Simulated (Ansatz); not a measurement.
Molecule (SMILES): [GeH] (GeH), doublet.
Atoms: Ge1, H2. Bonds: Ge1-H2.

Basis-set convergence of the optimised Ge1-H2 bond length at CCSD(T) with Ansatz (a program for electronic structure). The reference of a correlated method is not its basis-set limit, which lies further on. All functions are spherical. Cores are frozen (with 3d on Ga to Br). Open shells are unrestricted. No added dispersion term, no relativity. Reference: the value in pcseg-3, 1.6023 Å, itself unsure by roughly 0.0004 Å (its mean distance from def2-QZVPP, cc-pVQZ). Deviations are taken from unrounded values.

```csv
basis,functions
pcseg-0,24
pcseg-1,32
aug-pcseg-1,45
pcseg-2,57
aug-pcseg-2,82
pcseg-3,101
```

Task: Which is the smallest pcseg set listed that can be trusted to 0.005 Å here, that is, within that of the reference together with its larger relatives (same family, alike in diffuse functions; a set with none to test it counts only in the reference's own line)?

Result: The smallest set listed that lies within 0.005 Å of the reference with all its larger relatives (same family, alike in diffuse functions; a set with none counts only in the reference's own line) is pcseg-1 (32 functions, -0.0004 Å off). Value minus reference: pcseg-0 0.0359, pcseg-1 -0.0004, aug-pcseg-1 0.0022, pcseg-2 0.0009, aug-pcseg-2 0.0007, pcseg-3 0.0000 Å.
